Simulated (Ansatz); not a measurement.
Si(iPr)Cl3 (C₃H₇Cl₃Si). Charge 0, multiplicity 1. Geometry PBE-D4/def2-SVP, basis def2-TZVP, Ansatz.

Cartesian coordinates in Å:
```
Si 1.1690 -0.5979 -0.9628
C -0.3156 0.2875 -0.2111
C 0.1292 1.3000 0.8568
C -1.3422 -0.7258 0.3220
H -0.7598 0.8371 -1.0731
H 0.8431 2.0437 0.4498
H 0.6205 0.7886 1.7106
H -0.7486 1.8507 1.2554
H -2.2389 -0.1984 0.7099
H -1.6754 -1.4312 -0.4654
H -0.9163 -1.3224 1.1552
Cl 2.5383 0.7620 -1.7194
Cl 0.5757 -1.8470 -2.5068
Cl 2.1209 -1.7470 0.4787
```

```
run  HOMO (eV)  LUMO (eV)
  A     -11.33       2.27
  B     -10.02       1.00
  C      -9.88       0.99
  D      -7.68      -0.75
  E      -7.39      -1.12
  F      -8.66      -0.12
```

LC-ωPBE has ω = 0.4 bohr⁻¹.

**Question.** The runs used BHLYP, CAM-B3LYP, LC-ωPBE, PBE, PBE0, r2SCAN. Estimate which is which.

**Answer.** A LC-ωPBE (range-separated); B CAM-B3LYP (range-separated); C BHLYP (50 % exact exchange); D r2SCAN (0 % exact exchange); E PBE (0 % exact exchange); F PBE0 (25 % exact exchange). Exact exchange lowers occupied and raises empty levels; among semilocal functionals meta-GGAs tend to open the gap a little, and such runs are hard to tell apart. The gap grows from 6.27 eV (PBE) to 13.59 eV (LC-ωPBE).
